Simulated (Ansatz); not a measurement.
# Molecular dynamics of BFH₅NSi

The input (input.yaml):

```yaml
crystal:
  periodic: [false, false, false]
  atoms:
    - { symbol: F, position_ang: [0.834139, -0.601939, -1.842491] }
    - { symbol: B, position_ang: [0.937298, 0.469978, -1.04337] }
    - { symbol: "N", position_ang: [0.069739, 0.56098, 0.091867] }
    - { symbol: Si, position_ang: [-1.17746, -0.875088, 0.835766] }
    - { symbol: H, position_ang: [1.738947, 1.331944, -1.30741] }
    - { symbol: H, position_ang: [0.157004, 1.389837, 0.687365] }
    - { symbol: H, position_ang: [-1.232022, 0.423821, -0.174226] }
    - { symbol: H, position_ang: [-0.38158, -2.09318, 0.437241] }
    - { symbol: H, position_ang: [-0.857565, -0.652755, 2.29816] }
basis:
  gaussian: { orbitals: "6-31G*" }
hamiltonian:
  xc: pbe
  dispersion: d4
md:
  timestep: 0.5
  n_steps: 200
  ensemble: nve
  temperature: 300.0
  initial_velocities: maxwell_boltzmann
  seed: 8347
```

Command:

```bash
$ ansatz run input.yaml --threads 1 --pin off --max-ram 2048MiB --backend cpu --events-out ev --progress --plain --runs-dir out
```

It starts at the highest image of a converged band. Of that band: The profile has 2 maxima (images 2, 6) with wells between them (image 4): this band takes more than one step, which may be the mechanism or a detour left from its start path. Neighbouring images differ by up to 2.6 eV, so the band resolves the path poorly. A vibrational analysis at the climbing image gives one clearly imaginary mode, 1263i cm⁻¹: a first-order saddle point.

Output, in part (step lines, the closing report, with atoms numbered from 0):

```
md step     0: t =     0.00 fs  T =   300.0 K  F+E_penalty+E_count = -12831.78845222 eV  E_kin = 0.271446 eV  conserved = -12831.51700623 eV  (27 SCF iters)
[... lines left out ...]
Total energy: -12833.75118589 eV, -471.6316570523 hartree
Atom 0 at     0.838644    -0.654245    -1.761888 Å, force    -0.575758    -0.680745    -0.284295 eV/Å
Atom 1 at     0.752216     0.421665    -0.991989 Å, force     2.151045     2.423408    -0.786763 eV/Å
Atom 2 at     0.089013     0.499137     0.219315 Å, force    -1.507648    -0.227825     1.101401 eV/Å
Atom 3 at    -1.062896    -0.738893     0.682264 Å, force    -0.408179    -2.049663     0.734563 eV/Å
Atom 4 at     1.401168     1.425869    -1.341870 Å, force    -0.231693    -0.616727     0.027628 eV/Å
Atom 5 at     0.223632     1.205120     0.961157 Å, force     0.111880     0.052068    -0.973240 eV/Å
Atom 6 at    -2.729904    -0.684979     0.307481 Å, force     2.285210     0.135860     0.482745 eV/Å
Atom 7 at    -0.376933    -2.084556     0.312911 Å, force    -0.862272     0.620959    -0.441659 eV/Å
Atom 8 at    -0.653036    -0.893145     2.137161 Å, force    -0.962587     0.342664     0.139621 eV/Å
Dipole moment:    -0.179384     0.229074     0.292397 e Å
```

The steps, from the saved trajectory:

```tsv
time (fs)	T (K)	potential energy less start (eV)	conserved less start (meV/atom)
0.0	300	0.000	0.00
3.0	165	0.124	0.21
6.0	146	0.141	0.19
9.0	227	0.067	0.11
12.0	349	-0.041	0.34
15.0	1033	-0.662	0.18
18.0	2051	-1.584	0.04
21.0	2755	-2.222	-0.06
24.0	2614	-2.095	-0.14
27.0	1795	-1.351	0.15
30.0	1210	-0.822	0.13
33.0	1074	-0.700	0.09
36.0	1432	-1.024	0.04
39.0	1665	-1.235	0.02
42.0	2066	-1.602	-0.43
45.0	1586	-1.162	0.11
48.0	1164	-0.781	0.09
51.0	1618	-1.192	0.11
54.0	2574	-2.060	-0.26
57.0	2057	-1.591	-0.06
60.0	2000	-1.541	-0.32
63.0	1839	-1.393	-0.04
66.0	1053	-0.680	0.09
69.0	665	-0.327	0.32
72.0	1076	-0.703	-0.10
75.0	1107	-0.728	0.23
78.0	1965	-1.507	-0.03
81.0	2750	-2.218	-0.17
84.0	2631	-2.109	-0.01
87.0	2150	-1.674	0.00
90.0	1341	-0.944	-0.23
93.0	502	-0.179	0.39
96.0	1267	-0.875	-0.07
99.0	2183	-1.705	-0.17
```

The run went to its last step. The conserved energy stayed within 0.54 meV per atom of its start (net change -0.25 meV per atom), so the integration is sound. The system heated up, since it started high on the potential surface and ran downhill. A run of 0.1 ps of so small a system gives no equilibrium averages. The orbitals stay closed-shell, which can raise the energy where a bond breaks towards radicals; this wasn't checked here.

The step under study would form N3–H7 and break Si4–H7. These pairs go: N3–H7 1.34 → 3.06 Å, Si4–H7 1.65 → 1.71 Å. In the last frame they stand as before the step (other bonds may differ from the relaxed reactants and products). These pairs come and go: their bonding changes 6 times, last at 70 of 100 fs, so the outcome isn't settled. It ends as one piece, BFH5NSi. Pairs count as bonded within 1.25 times the sum of covalent radii (0.12 Å more for H–H).

Last frame:

```xyz
9
Properties=species:S:1:pos:R:3
F 0.839 -0.654 -1.762
B 0.752 0.422 -0.992
N 0.089 0.499 0.219
Si -1.063 -0.739 0.682
H 1.401 1.426 -1.342
H 0.224 1.205 0.961
H -2.730 -0.685 0.307
H -0.377 -2.085 0.313
H -0.653 -0.893 2.137
```

Run time: 5.1 min on 1 CPU thread of a shared host.
